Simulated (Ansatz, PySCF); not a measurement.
Constitutional and geometric isomers with formula CH2N2. Gas-phase values, no solvent. Strings in code marks are SMILES.

Quantity: electronic energy of isomers of CH2N2 relative to `N#CN`, in kcal/mol.

Level 1: composite: frozen-core CCSD(T) with HF/cc-pVQZ and the correlation energy extrapolated as X^-3 from cc-pVTZ and cc-pVQZ, plus CCSDT(Q) minus CCSD(T) in cc-pVDZ // B3LYP-D3(BJ)/def2-TZVP (Ansatz, a quantum-chemistry and plane-wave program)
Level 2: frozen-core CCSD(T) with HF/cc-pVQZ and the correlation energy extrapolated as X^-3 from cc-pVTZ and cc-pVQZ // B3LYP-D3(BJ)/def2-TZVP (Ansatz)
Level 3: frozen-core CCSD(T)/6-31g // B3LYP-D3(BJ)/def2-TZVP (Ansatz)
Level 4: PBE-D3(BJ)/def2-TZVP // B3LYP-D3(BJ)/def2-TZVP (PySCF)

```tsv
species	level 1	level 2	level 3	level 4
`N=C=N`	3.45	3.60	13.1	-3.07
```
